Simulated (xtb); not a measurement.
xtb job for cyclobutene (C₄H₆), SMILES C1=CCC1, GFN2-xTB. 

```
$ xtb mol.xyz --gfn 2 --ohess tight --chrg 0 --uhf 0 --json
$ cat mol.xyz
10

C      1.06280000     0.31230000    -0.07330000
C      0.03330000     1.12300000    -0.19740000
C     -1.00800000     0.00450000     0.01340000
C      0.29750000    -0.95350000     0.17330000
H      2.15610000     0.47700000    -0.08800000
H     -0.07520000     2.17460000    -0.41270000
H     -1.58820000     0.12830000     0.90170000
H     -1.63240000    -0.19520000    -0.82310000
H      0.34860000    -1.68610000    -0.58740000
H      0.33060000    -1.35110000     1.12560000
```

Log of the run:

```
[...]
Hessian scale factor :   1.00000
frozen atoms in %    :   0.00000    0
RMS gradient         :   0.00010
estimated CPU  time      0.00 min

writing file <hessian>.

 projected vibrational frequencies (cm⁻¹)
eigval :       -0.00    -0.00    -0.00     0.00     0.00     0.00
eigval :      318.43   696.01   820.01   864.53   867.91   964.13
eigval :      986.06  1004.31  1032.63  1063.48  1127.92  1170.90
eigval :     1198.24  1208.69  1267.26  1451.36  1466.15  1660.72
eigval :     2977.85  2997.17  3001.13  3003.02  3109.02  3128.24
           -------------------------------------------------
          |                Property Printout                |
           -------------------------------------------------

    * Orbital Energies and Occupations

         #    Occupation            Energy/Eh            Energy/eV
      -------------------------------------------------------------
         1        2.0000           -0.6438302             -17.5195
         2        2.0000           -0.5838074             -15.8862
         3        2.0000           -0.5795961             -15.7716
         4        2.0000           -0.5279648             -14.3667
         5        2.0000           -0.5153308             -14.0229
         6        2.0000           -0.5136832             -13.9780
         7        2.0000           -0.4721891             -12.8489
         8        2.0000           -0.4503311             -12.2541
         9        2.0000           -0.4284923             -11.6599
        10        2.0000           -0.4175320             -11.3616
        11        2.0000           -0.3907225             -10.6321 (HOMO)
        12                         -0.2008174              -5.4645 (LUMO)
        13                          0.0448646               1.2208
        14                          0.0670707               1.8251
        15                          0.1101693               2.9979
        16                          0.1636736               4.4538
        17                          0.1717883               4.6746
        18                          0.2303012               6.2668
        19                          0.2517191               6.8496
        20                          0.2887026               7.8560
        21                          0.3143051               8.5527
        22                          0.7654093              20.8278
      -------------------------------------------------------------
                  HL-Gap            0.1899051 Eh            5.1676 eV
             Fermi-level           -0.2957699 Eh           -8.0483 eV

     #   Z          covCN         q      C6AA      α(0)
     1   6 C        3.215    -0.039    28.248     8.647
     2   6 C        3.215    -0.039    28.248     8.647
     3   6 C        4.130    -0.058    21.531     6.590
     4   6 C        4.130    -0.058    21.531     6.590
     5   1 H        0.926     0.023     2.684     2.562
     6   1 H        0.926     0.023     2.684     2.562
     7   1 H        0.925     0.037     2.493     2.469
     8   1 H        0.925     0.037     2.493     2.469
     9   1 H        0.925     0.037     2.493     2.469
    10   1 H        0.925     0.037     2.493     2.469

 Mol. C6AA /au·bohr⁶  :        868.011001
 Mol. C8AA /au·bohr⁸  :      19664.869382
 Mol. α(0) /au        :         45.474843


Wiberg/Mayer (AO) data.
largest (>0.10) Wiberg bond orders for each atom

 ---------------------------------------------------------------------------
     #   Z sym  total        # sym  WBO       # sym  WBO       # sym  WBO
 ---------------------------------------------------------------------------
     1   6 C    3.981 --     2 C    1.919     4 C    1.025     5 H    0.970
     2   6 C    3.981 --     1 C    1.919     3 C    1.025     6 H    0.970
     3   6 C    3.991 --     2 C    1.025     4 C    0.996     8 H    0.969
                             7 H    0.969
     4   6 C    3.991 --     1 C    1.025     3 C    0.996    10 H    0.969
                             9 H    0.969
     5   1 H    0.999 --     1 C    0.970
     6   1 H    0.999 --     2 C    0.970
     7   1 H    0.999 --     3 C    0.969
     8   1 H    0.999 --     3 C    0.969
     9   1 H    0.999 --     4 C    0.969
    10   1 H    0.999 --     4 C    0.969
 ---------------------------------------------------------------------------

Topologies differ in total number of bonds
Writing topology from bond orders to xtbtopo.mol

molecular dipole:
                 x           y           z       tot (Debye)
 q only:       -0.085      -0.108       0.021
   full:       -0.098      -0.124       0.024       0.407
molecular quadrupole (traceless):
                xx          xy          yy          xz          yz          zz
 q only:        0.169      -0.087       0.104       0.010      -0.072      -0.273
  q+dip:        0.489      -0.483       0.198       0.076      -0.166      -0.688
   full:        0.173      -0.249       0.027       0.041      -0.042      -0.200

           -------------------------------------------------
          |                Geometry Summary                 |
           -------------------------------------------------
Molecule has the following symmetry elements: (C2) 2*(sigma)
It seems to be the C2v point group

      molecular mass/u    :       54.0905881
   center of mass at/Å    :        0.0772468       0.1108930      -0.0176083
  moments of inertia/u·Å² :        0.3841182E+02   0.4039683E+02   0.7245564E+02
rotational constants/cm⁻¹ :        0.4388657E+00   0.4173009E+00   0.2326614E+00

 * 10 selected distances

     #   Z          #   Z                                           value/Å
     1   6 C        2   6 C                                       1.3287614
     2   6 C        3   6 C                                       1.5033982
     1   6 C        4   6 C                                       1.5034017
     3   6 C        4   6 C                                       1.5506191 (max)
     1   6 C        5   1 H                                       1.0750455
     2   6 C        6   1 H                                       1.0750380 (min)
     3   6 C        7   1 H                                       1.0890466
     3   6 C        8   1 H                                       1.0889835
     4   6 C        9   1 H                                       1.0889964
     4   6 C       10   1 H                                       1.0889794

 * 2 distinct bonds (by element types)

   Z      Z             #   av. dist./Å        max./Å        min./Å
   1 H    6 C           6     1.0843482     1.0890466     1.0750380
   6 C    6 C           4     1.4715451     1.5506191     1.3287614

           -------------------------------------------------
          |               Frequency Printout                |
           -------------------------------------------------
 projected vibrational frequencies (cm⁻¹)
eigval :       -0.00    -0.00    -0.00     0.00     0.00     0.00
eigval :      318.43   696.01   820.01   864.53   867.91   964.13
eigval :      986.06  1004.31  1032.63  1063.48  1127.92  1170.90
eigval :     1198.24  1208.69  1267.26  1451.36  1466.15  1660.72
eigval :     2977.85  2997.17  3001.13  3003.02  3109.02  3128.24
 reduced masses (amu)
   1:  9.07   2: 10.51   3:  9.07   4: 10.08   5:  9.39   6:  9.68   7:  5.72   8:  1.67
   9:  3.62  10: 10.81  11:  2.20  12:  5.05  13:  7.38  14:  5.28  15:  2.63  16:  2.98
  17:  3.25  18:  9.26  19:  4.17  20:  5.91  21:  8.12  22:  1.98  23:  2.37  24: 11.20
  25:  2.00  26:  2.04  27:  1.47  28:  1.48  29:  1.79  30:  2.05
 IR intensities (km·mol⁻¹)
   1:  0.08   2:  0.01   3:  0.09   4:  0.03   5:  0.05   6:  0.02   7:  0.00   8: 24.33
   9:  0.01  10:  3.25  11:  3.49  12:  6.10  13:  0.00  14:  0.00  15:  0.02  16:  1.09
  17:  0.00  18:  3.71  19:  4.05  20:  2.01  21:  0.79  22:  0.00  23:  1.52  24:  2.57
  25:  0.01  26: 78.94  27: 47.96  28: 45.56  29: 40.80  30: 70.86
 Raman intensities (Ä⁴*amu⁻¹)
   1:  0.00   2:  0.00   3:  0.00   4:  0.00   5:  0.00   6:  0.00   7:  0.00   8:  0.00
   9:  0.00  10:  0.00  11:  0.00  12:  0.00  13:  0.00  14:  0.00  15:  0.00  16:  0.00
  17:  0.00  18:  0.00  19:  0.00  20:  0.00  21:  0.00  22:  0.00  23:  0.00  24:  0.00
  25:  0.00  26:  0.00  27:  0.00  28:  0.00  29:  0.00  30:  0.00
 output can be read by thermo (or use thermo option).
 writing <g98.out> molden fake output.
 recommended (thermochemical) frequency scaling factor: 1.0
           -------------------------------------------------
          |             Thermodynamic Functions             |
           -------------------------------------------------

c2v symmetry found (for desy threshold:  0.10E+00) used in thermo

          ...................................................
          :                      SETUP                      :
          :.................................................:
          :  # frequencies                          24      :
          :  # imaginary freq.                       0      :
          :  linear?                             false      :
          :  only rotor calc.                    false      :
          :  symmetry                              c2v      :
          :  rotational number                       2      :
          :  scaling factor                  1.0000000      :
          :  rotor cutoff                   50.0000000 cm⁻¹ :
Note: The following floating-point exceptions are signalling: IEEE_UNDERFLOW_FLAG IEEE_DENORMAL
normal termination of xtb
          :  imag. cutoff                  -20.0000000 cm⁻¹ :
          :.................................................:

    mode    ω/cm⁻¹     T·S(HO)/kcal·mol⁻¹    T·S(FR)/kcal·mol⁻¹   T·S(vib)
   ------------------------------------------------------------------------
   ------------------------------------------------------------------------

   temp. (K)  partition function   enthalpy   heat capacity  entropy
                                   cal/mol     cal/K/mol   cal/K/mol   J/K/mol
 298.15  VIB   1.47                  619.487      7.296      2.843
         ROT  0.128E+05              888.752      2.981     21.776
         INT  0.188E+05             1508.239     10.277     24.619
         TR   0.385E+27             1481.254      4.968     37.869
         TOT                        2989.4931    15.2451    62.4878   261.4488

       T/K    H(0)-H(T)+PV         H(T)/Eh          T*S/Eh         G(T)/Eh
   ------------------------------------------------------------------------
    298.15    0.476406E-02    0.899338E-01    0.296900E-01    0.602438E-01
   ------------------------------------------------------------------------

         :::::::::::::::::::::::::::::::::::::::::::::::::::::
         ::                  THERMODYNAMIC                  ::
         :::::::::::::::::::::::::::::::::::::::::::::::::::::
         :: total free energy         -11.497725838852 Eh   ::
         ::.................................................::
         :: total energy              -11.557969646360 Eh   ::
         :: zero point energy           0.085169697761 Eh   ::
         :: G(RRHO) w/o ZPVE           -0.024925890254 Eh   ::
         :: G(RRHO) contrib.            0.060243807507 Eh   ::
         :::::::::::::::::::::::::::::::::::::::::::::::::::::

optimized geometry written to: xtbopt.xyz


           -------------------------------------------------
          | TOTAL ENERGY              -11.557969646360 Eh   |
          | TOTAL ENTHALPY            -11.468035888036 Eh   |
          | TOTAL FREE ENERGY         -11.497725838852 Eh   |
          | GRADIENT NORM               0.000095699313 Eh/α |
          | HOMO-LUMO GAP               5.167581581710 eV   |
           -------------------------------------------------

------------------------------------------------------------------------
------------------------------------------------------------------------
 total:
 SCF:
 ANC optimizer:
 analytical hessian:
```

The run converged.

Cost: roughly 0.29 core-seconds.
